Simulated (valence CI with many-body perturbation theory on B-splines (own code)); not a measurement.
Valence orbitals of Bi⁵⁹⁺

Calculated by relativistic CI+MBPT: six valence electrons over a frozen Dirac-Fock core [Ar], radial functions for each j: 7 s, 7 p, 8 d, 6 f, 4 g, 1 h, with the one-electron correlation potential Σ1, the two-electron term Σ2, the three-electron term Σ3, Breit, model QED; selected CI, second order for the rest, scaled by the run's own slope (own B-spline code, finite nucleus).

The last digits are not significant, and no measured levels were compared; by estimate large intervals hold to a few tenths of a per cent, small ones and those within an open d or f shell to about a per cent. Core correlation moves these levels by up to 18000 cm⁻¹, and in measured spectra 5 to 20 % of such shifts remained as error; rates that hang on mixing are uncertain with them. Among the levels kept, up to 1100 cm⁻¹ of a level comes from second order outside the variational space, and about a tenth of that is noise between levels of different J, which matters for small intervals. The list stops below the first excitations out of the core. Only levels of the ground parity were solved; by the run's estimate the other parity begins above the list, which can be wrong where configurations are misplaced.

These are the spectroscopic orbitals of the CI (the correlating ones are not listed), shaped by the core and the other valence electrons. h is the expectation value of the core's Dirac-Fock operator, without the valence repulsion; Σ1 is computed up to l = 3 at one energy for each symmetry, that of its lowest orbital but kept below the first core excitation, so for empty shells it is not the orbital's own correlation shift; Breit and QED include the response of the core, and the two lowest orbitals of each symmetry also the frequency dependence of Breit exchange, which makes a step in that column.

```csv
Orbital,h (hartree),Σ1 (cm⁻¹),Breit (cm⁻¹),QED (cm⁻¹),⟨r⟩ (bohr)
4s1/2,-159.16,-8425,23741,18672,0.3207
5s1/2,-97.888,-3251,11517,9283,0.5218
6s1/2,-66.243,-1635,6297,5198,0.7743
4p1/2,-155.34,-10976,37686,1542,0.3144
5p1/2,-95.981,-4010,18683,792,0.5184
6p1/2,-65.163,-1981,10297,451,0.7738
4p3/2,-146.8,-9740,20419,2858,0.3345
5p3/2,-91.807,-3790,10338,1471,0.5431
6p3/2,-62.816,-1916,6476,840,0.8036
3d3/2,-262.22,-22009,48737,-3071,0.1454
4d3/2,-141.78,-11161,18322,-838,0.3134
5d3/2,-89.349,-4349,8950,-372,0.5291
3d5/2,-257.26,-19017,26284,-496,0.1497
4d5/2,-139.87,-10387,9921,72.1,0.3186
5d5/2,-88.389,-3981,4830,72.2,0.5355
4f5/2,-135.32,-27636,3162,-694,0.2824
5f5/2,-86.279,-10910,1403,-329,0.5038
4f7/2,-134.6,-20527,469,-288,0.2848
5f7/2,-85.892,-8107,308,-122,0.5066
5g7/2,-84.603,,277,-101,0.4522
5g9/2,-84.414,,-24.2,0.9,0.4537
```

Among the shells of the start configuration 3d6, Σ1 is largest in size for 3d3/2, where it is 0.038 % of h.

Lowest root of each symmetry, sizes in configuration state functions:

```
J  Parity  Roots  Reference  Variational  Second order  Change by selected CI (cm⁻¹)  Change by second order (cm⁻¹)
0    even      4         26        15293        129637                        -39288                             -5
1    even      4         60        31652        320318                        -32674                            -53
2    even      8         86        32214        523226                        -34177                           -596
3    even      6         88        30442        439162                        -30835                           -735
4    even      7         77        32042        472880                        -32170                           -925
5    even      2         52        28600         39650                        -32190                           -597
6    even      2         31        29072         25764                        -31897                           -239
```
